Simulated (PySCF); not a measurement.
Atoms are numbered as in `[F:1][c:2]1[cH:3][cH:4][cH:5][c:6]([C:7]([F:8])([F:9])[F:10])[cH:11]1` (H(Xn): hydrogen on atom n).

GIAO PBE0/pcSseg-1 shifts (PySCF, gas phase, non-relativistic, equivalent atoms averaged), each against references optimised in the same way as the molecule (CFCl3, TMS).

On the GFN2-xTB geometry: F8/F9/F10 -77.9, F1 -113.0, C2 172.8, C6 140.0, C4 136.4, C7 132.9, C5 127.2, C3 124.8, C11 120.0, H(C4) 7.82, H(C5) 7.80, H(C11) 7.75, H(C3) 7.56 ppm.

**Question.** What changes on the PBE0-D3(BJ)/def2-SVP geometry?

**Answer.** 
| atoms | δ (ppm) | change |
| --- | --- | --- |
| F8/F9/F10 | -77.0 | +0.9 |
| F1 | -108.4 | +4.6 |
| C2 | 170.2 | -2.6 |
| C6 | 139.7 | -0.3 |
| C4 | 136.0 | -0.4 |
| C7 | 128.4 | -4.5 |
| C5 | 126.3 | -0.9 |
| C3 | 123.9 | -0.9 |
| C11 | 118.7 | -1.3 |
| H(C4) | 7.61 | -0.21 |
| H(C5) | 7.58 | -0.22 |
| H(C11) | 7.51 | -0.24 |
| H(C3) | 7.34 | -0.22 |

Unscaled 19F shifts against computed CFCl3 carry errors that often reach 10 to 50 ppm.

Bonds between heavy atoms that differ most (equivalent bonds averaged): F1–C2 1.342 → 1.329 Å, C3–C4 1.384 → 1.393 Å, C4–C5 1.385 → 1.393 Å, C5–C6 1.389 → 1.395 Å, C7–F8 1.343 → 1.336 Å. Mean change of bonds to hydrogen: C–H +0.013 Å.
